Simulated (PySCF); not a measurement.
Species: C4H11NOSi2.
Numbering: `[CH3:1][C@@H:2]1[SiH2:3][C@@H:4]([CH:5]=[O:6])[Si@H:7]1[NH2:8]` (hydrogens: H9, H10, H11 on C1; H12 on C2; H13, H14 on Si3; H15 on C4; H16 on C5; H17 on Si7; H18, H19 on N8)

Level of theory: PBE0-D3(BJ)/def2-SVP geometry optimisation, gas phase (PySCF 2.14.0).

(1) List the bond lengths, angles and torsions at this level.

## Answers

(1) 
```csv
bond,length (Å)
C1–C2,1.520
C2–Si3,1.894
Si3–C4,1.928
C4–C5,1.476
C5=O6,1.215
C4–Si7,1.932
Si7–N8,1.717
C2–Si7,1.905
"C1–H9, C1–H10, C1–H11",1.102
C2–H12,1.108
Si3–H13,1.494
Si3–H14,1.496
C4–H15,1.098
C5–H16,1.120
Si7–H17,1.495
"N8–H18, N8–H19",1.013
```

Bonds in one row agree within 0.01 Å and their mean is given. A selection of angles:
```csv
angle,degrees
C1–C2–Si3,123.1
C1–C2–Si7,122.3
Si3–C2–Si7,87.0
C2–Si3–C4,91.4
Si3–C4–C5,111.6
Si3–C4–Si7,85.3
C5–C4–Si7,109.5
C4–C5–O6,124.1
C4–Si7–N8,113.6
C2–Si7–C4,90.9
C2–Si7–N8,122.3
H18–N8–Si7,121.3
H19–N8–Si7,118.9
```

Dihedral angles: C1–C2–Si3–C4 -145° (anticlinal); C2–Si3–C4–C5 -92° (anticlinal); Si3–C4–C5–O6 60° (synclinal); Si3–C4–Si7–N8 -143° (anticlinal); C1–C2–Si7–C4 145° (anticlinal).

The 4-membered ring C2–Si3–C4–Si7 has internal angles of 85.3° to 91.4° (sum 355°, against 360° for a flat polygon); it is puckered, 0.15 Å rms from its mean plane, widest ring torsion 18°. The C–Si distances run from 1.894 Å (C2–Si3, drawn single) to 1.932 Å (C4–Si7, drawn single), a spread of 0.038 Å. Si3 (SiH2 silicon) has angles from 91.4° to 118.2°. N8 (silicon-bound nitrogen) has angles 121.3°, 118.9° and 112.8°, sum 353.0°, 0.18 Å off the plane of its three neighbours. Si7 (SiH silicon) has angles from 90.9° to 122.3°. The C–C distances run from 1.476 Å (C4–C5, drawn single) to 1.520 Å (C1–C2, drawn single), a spread of 0.044 Å. Of the pairs four or more bonds apart, O6···H19 is among the closest relative to their van der Waals radii: 2.53 Å, 93 % of the sum of Bondi's values.

Point group: C1 (no symmetry element, even within 0.4 Å). Stationary, but not proved a minimum. One conformer, not necessarily the lowest (Si3–C4–C5–O6 60°, C4–Si7–N8–H -154° and 57°, C1–C2–Si3–C4 -145°, C2–Si3–C4–C5 -92°, Si3–C4–Si7–N8 -143°, C1–C2–Si7–C4 145°).
